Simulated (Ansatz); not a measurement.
OP, SMILES O=[P], multiplicity 2.

Coordinates come from a PBE0-D3(BJ)/def2-TZVPD optimisation.

Two levels are set side by side: PBE/def2-TZVPD (Ansatz, a quantum-chemistry and plane-wave program) and PBE0/def2-TZVPD (Ansatz). Energy differences of separate SCF runs at the same geometry; the states with an electron removed or added have multiplicity 1 and 3. Differences are taken from unrounded values.

```tsv
quantity	PBE0	PBE	PBE minus PBE0
vertical ionisation energy (eV)	8.69	8.50	-0.19
vertical electron affinity (eV)	1.02	0.90	-0.12
```
